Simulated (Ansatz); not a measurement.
```yaml
crystal:
  periodic: [false, false, false]
  atoms:
    - {symbol: C, position_ang: [0.399316, -1.829633, 0.761262]}
    - {symbol: C, position_ang: [0.207009, -0.964644, -0.030835]}
    - {symbol: N, position_ang: [-0.930276, -0.427349, -0.472551]}
    - {symbol: Si, position_ang: [0.364531, 0.716147, -0.535349]}
    - {symbol: N, position_ang: [0.231765, 2.257376, -0.382954]}
    - {symbol: H, position_ang: [1.136005, -1.947409, 1.653889]}
    - {symbol: H, position_ang: [-0.598617, -2.803400, 1.132908]}
    - {symbol: H, position_ang: [-1.823972, -0.732352, -1.068810]}
    - {symbol: H, position_ang: [1.224054, 0.258602, -2.147017]}
    - {symbol: H, position_ang: [-0.247823, 2.465193, 0.830582]}
    - {symbol: H, position_ang: [0.938618, 2.688937, -0.512836]}
basis:
  gaussian: {orbitals: def2-TZVP, fitting: {mean_field: cc-pVTZ-jkfit}}
magnetization: {spin_polarized: true, initial_magnetization: 2}
hamiltonian: {xc: {name: revPBE}}
multiplicity: 3
output: {forces: true}
```

```sh
$ ansatz run in.yaml --threads 4 --pin off --events-out ev --progress --plain --max-ram 10444MiB
```

Shortened log:

```
Error: YAML parse error: error: line 19 column 1: unknown field `multiplicity`, expected one of crystal, accuracy, basis, kpoints, hamiltonian, magnetization, projection, total_charge, correlation, batch, efield, external_charges, scf, relax, neb, saddle, md, ramp, phonons, dielectric, real_time, elastic, magnetic_configurations, gw, evaluate, workflow, output, checkpoint, execution
17 | magnetization: {spin_polarized: true, initial_magnetization: 2}
18 | hamiltonian: {xc: {name: revPBE}}
19 | multiplicity: 3
20 | output: {forces: true}
```

In this input the input holds a key that doesn't belong there. The program refused the input.
